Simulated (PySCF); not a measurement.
## `C[C@]1(S)C[C@@H]2[C@@H](F)[C@@H]21`, C₆H₉FS

Geometry:
```tsv
atom	x (Å)	y (Å)	z (Å)
C1	1.171	0.867	-1.035
C2	0.643	-0.201	-0.099
S3	2.016	-1.326	0.390
C4	-0.618	-0.997	-0.521
C5	-1.297	-0.582	0.778
C6	-1.379	0.908	0.814
F7	-2.062	1.458	1.855
C8	-0.085	0.240	1.167
H9	1.536	0.414	-1.956
H10	0.390	1.580	-1.290
H11	1.990	1.405	-0.563
H12	2.303	-1.720	-0.850
H13	-0.446	-2.068	-0.596
H14	-1.104	-0.643	-1.432
H15	-1.924	-1.209	1.388
H16	-1.520	1.508	-0.077
H17	0.378	0.379	2.129
```

The calculation used PySCF, TDDFT CAM-B3LYP/def2-SVPD circular dichroism and optical rotation, one conformer, gas phase. Geometry: GFN2-xTB.

The molecule is flexible and this is one conformer; a measurement averages over conformers.

(1) Assign R or S to each stereocentre.

(2) List the lowest 8 singlet excitations with oscillator and rotatory strengths.

Answers

(1) C2 S, C5 S, C6 R, C8 R.

(2) Rotatory strengths R in 10⁻⁴⁰ esu² cm², velocity form and length form (origin at the centre of mass); f in length form.
| state | E (eV) | λ (nm) | f | R (velocity) | R (length) | main |
| --- | --- | --- | --- | --- | --- | --- |
| 1 | 5.44 | 228 | 0.002 | +0.6 | +1.1 | HOMO→LUMO 0.50, HOMO→LUMO+1 0.37 |
| 2 | 6.21 | 200 | 0.031 | -2.0 | -1.9 | HOMO→LUMO+1 0.49, HOMO→LUMO 0.34 |
| 3 | 7.34 | 169 | 0.039 | -5.1 | -5.4 | HOMO→LUMO+3 0.37, HOMO→LUMO+4 0.33 |
| 4 | 7.46 | 166 | 0.025 | -9.9 | -9.5 | HOMO→LUMO+2 0.50, HOMO→LUMO+5 0.10 |
| 5 | 7.50 | 165 | 0.012 | +4.9 | +4.7 | HOMO→LUMO+4 0.42, HOMO−2→LUMO 0.14 |
| 6 | 7.53 | 165 | 0.001 | +5.6 | +5.9 | HOMO−2→LUMO+1 0.33, HOMO−2→LUMO 0.20 |
| 7 | 7.67 | 162 | 0.002 | -3.6 | -3.3 | HOMO−1→LUMO+1 0.25, HOMO−1→LUMO 0.24 |
| 8 | 7.92 | 156 | 0.029 | +1.4 | +0.8 | HOMO−1→LUMO 0.20, HOMO→LUMO+6 0.17 |

Among the states computed, the strongest CD band (largest |R|) is state 4. The largest dissymmetry factor in size, g = 4R/(D+G), with D and G the electric and magnetic dipole strengths, is +0.062 for state 6 (velocity form, f = 0.001), among bands with |R| over 0.5. The mirror image has the same energies and oscillator strengths and all R with the opposite sign.
